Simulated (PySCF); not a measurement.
Structure with atom numbers: `[CH3:1][O:2]/[CH:3]=[N:4]/[SiH3:5]`; H(Xn) means a hydrogen on atom n.

Level of theory: NMR shieldings at PBE0/pcSseg-1/GIAO, coordinates at the GFN2-xTB level, in PySCF 2.14 (one averaged value for each set of equivalent atoms, non-relativistic Hamiltonian, a single conformation, gas phase).

References, each an isolated molecule treated in the same way: $^{13}$C and $^{1}$H and $^{29}$Si against TMS; H2O for $^{17}$O; NH3 for $^{15}$N.

| atoms | nucleus | count | δ (ppm) |
| --- | --- | --- | --- |
| H(C3) | $^{1}$H | 1 | ? |
| O2 | $^{17}$O | 1 | 179.0 |
| H(C1) | $^{1}$H | 3 | 3.92 |
| C3 | $^{13}$C | 1 | 161.3 |
| N4 | $^{15}$N | 1 | 246.6 |
| C1 | $^{13}$C | 1 | 54.1 |
| Si5 | $^{29}$Si | 1 | -62.6 |
| H(Si5) | $^{1}$H | 3 | ? |

Question: Estimate the values marked ?.

Answer: 
- H(C3): 7.73 ppm, hydrogen on a C=N carbon
- H(Si5): 4.94 ppm, hydrogen on a silicon bonded to N

Shifts are as computed. Against solution values, carbons near 30 ppm lie about +3 ppm off and those near 130 ppm about +5 ppm. Of 1211 compounds with measured shifts, 218 miss one by over three times the rms of a fit or turn the order of signals round; such compounds aren't used in these exercises. Experimental scales use liquid or dissolved standards, which lie at an offset from isolated NH3 (liquid NH3: subtract about 20 ppm) and H2O (liquid H2O: subtract about 36 ppm). Unscaled 15N shifts of sp2 nitrogen come out 20 to 40 ppm too high even then.
